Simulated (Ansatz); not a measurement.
All values below come from Ansatz (an electronic-structure program) with PBE-D3(BJ)/def2-TZVP. No frequencies were computed at this level.

Ansatz 0.2 input:
```yaml
crystal:
  periodic: [false, false, false]
  atoms:
    - { symbol: O, position_ang: [-0.075773, 1.550535, 0.059425] }
    - { symbol: B, position_ang: [0.099091, 0.213811, -0.005761] }
    - { symbol: O, position_ang: [-1.005098, -0.592397, 0.112448] }
    - { symbol: O, position_ang: [1.363155, -0.246455, -0.186307] }
    - { symbol: H, position_ang: [-0.98891, 1.805956, 0.185954] }
    - { symbol: H, position_ang: [-0.867288, -1.536945, 0.065649] }
    - { symbol: H, position_ang: [1.474823, -1.194506, -0.231407] }
basis:
  gaussian: { orbitals: def2-tzvp }
hamiltonian:
  xc: pbe
  dispersion: d3bj
relax:
  max_steps: 150
```

Output:

```
Functional definition: PBE
754 factors; their error is unknown
mean field evaluation 1: about -6852.3813 eV, gradient 9.4e1 eV
mean field evaluation 2: about -6815.3278 eV, gradient 1.7e2 eV
mean field evaluation 4: about -6865.7509 eV, gradient 1.0e1 eV
mean field evaluation 8: about -6865.9099 eV, gradient 1.6e-1 eV
mean field evaluation 16: about -6865.9005 eV, gradient 6.5e-5 eV
mean field -6865.90053662 eV, -252.3171908462 hartree, gradient 6.5e-5 eV, S^2 0.000000; 0 other end points of the search recorded, 0 dependent functions left out
reference -6865.90057258 eV, -252.3171921676 hartree; 16, 16 occupied and 126, 126 virtual orbitals, 754 factors
relax step   1: F+E_penalty+E_count = -6865.98441477 eV  Δ(F+E_penalty+E_count) = +0.000e0 eV  max|allowed force component| = 9.932e-1 eV/Å  Δτ_max = 0.0000 Å  (26 SCF iters, accepted)
these checks for a lower state are left out or cut short: starts, cluster_reference, orbital_swaps, neighbouring_geometries, increment
754 factors; their error is unknown
mean field -6865.93756357 eV, -252.3185515616 hartree, gradient 2.3e-5 eV, S^2 0.000000; 0 other end points of the search recorded, 0 dependent functions left out
reference -6865.93759961 eV, -252.3185528860 hartree; 16, 16 occupied and 126, 126 virtual orbitals, 754 factors
relax step   2: F+E_penalty+E_count = -6866.02107900 eV  Δ(F+E_penalty+E_count) = -3.666e-2 eV  max|allowed force component| = 4.572e-1 eV/Å  Δτ_max = 0.0154 Å  (32 SCF iters, accepted)
these checks for a lower state are left out or cut short: starts, cluster_reference, orbital_swaps, neighbouring_geometries, increment
754 factors; their error is unknown
mean field -6865.94712190 eV, -252.3189028238 hartree, gradient 2.3e-5 eV, S^2 0.000000; 0 other end points of the search recorded, 0 dependent functions left out
reference -6865.94715792 eV, -252.3189041476 hartree; 16, 16 occupied and 126, 126 virtual orbitals, 754 factors
relax step   3: F+E_penalty+E_count = -6866.03048089 eV  Δ(F+E_penalty+E_count) = -9.402e-3 eV  max|allowed force component| = 1.054e-1 eV/Å  Δτ_max = 0.0122 Å  (32 SCF iters, accepted)
these checks for a lower state are left out or cut short: starts, cluster_reference, orbital_swaps, neighbouring_geometries, increment
754 factors; their error is unknown
mean field evaluation 32: about -6865.9576 eV, gradient 6.5e-1 eV
mean field -6865.94804135 eV, -252.3189366129 hartree, gradient 2.4e-5 eV, S^2 0.000000; 0 other end points of the search recorded, 0 dependent functions left out
reference -6865.94807732 eV, -252.3189379349 hartree; 16, 16 occupied and 126, 126 virtual orbitals, 754 factors
relax step   4: F+E_penalty+E_count = -6866.03146293 eV  Δ(F+E_penalty+E_count) = -9.820e-4 eV  max|allowed force component| = 3.836e-2 eV/Å  Δτ_max = 0.0071 Å  (32 SCF iters, accepted)
these checks for a lower state are left out or cut short: starts, cluster_reference, orbital_swaps, neighbouring_geometries, increment
754 factors; their error is unknown
mean field -6865.94832249 eV, -252.3189469448 hartree, gradient 2.3e-5 eV, S^2 0.000000; 0 other end points of the search recorded, 0 dependent functions left out
reference -6865.94835841 eV, -252.3189482647 hartree; 16, 16 occupied and 126, 126 virtual orbitals, 754 factors
relax step   5: F+E_penalty+E_count = -6866.03183197 eV  Δ(F+E_penalty+E_count) = -3.690e-4 eV  max|allowed force component| = 4.908e-3 eV/Å  Δτ_max = 0.0093 Å  (32 SCF iters, accepted)
754 factors; their error is unknown
mean field evaluation 64: about -6865.9483 eV, gradient 2.6e-2 eV
mean field -6865.94832249 eV, -252.3189469448 hartree, gradient 2.4e-5 eV, S^2 0.000000; 1 other end points of the search recorded, 0 dependent functions left out
reference -6865.94835841 eV, -252.3189482647 hartree; 16, 16 occupied and 126, 126 virtual orbitals, 754 factors
Total energy: -6866.03186789 eV, -252.3220171814 hartree
Atom 0 at    -0.065336     1.570491     0.058071 Å, force     0.004908    -0.002014    -0.000654 eV/Å
Atom 1 at     0.096441     0.208864    -0.006091 Å, force    -0.000497    -0.001945     0.000136 eV/Å
Atom 2 at    -1.031470    -0.593088     0.116320 Å, force     0.000849     0.001863     0.000030 eV/Å
Atom 3 at     1.387931    -0.240423    -0.189398 Å, force    -0.000989     0.004165     0.000249 eV/Å
Atom 4 at    -0.998201     1.803525     0.187772 Å, force    -0.002982    -0.000078     0.000258 eV/Å
Atom 5 at    -0.865838    -1.546078     0.064709 Å, force     0.000006    -0.001097    -0.000098 eV/Å
Atom 6 at     1.476472    -1.203292    -0.231382 Å, force    -0.001295    -0.000894     0.000079 eV/Å
Dipole moment:    -0.219567    -0.576248     0.010673 e Å
```

Cost: around 14 core-seconds (rough).
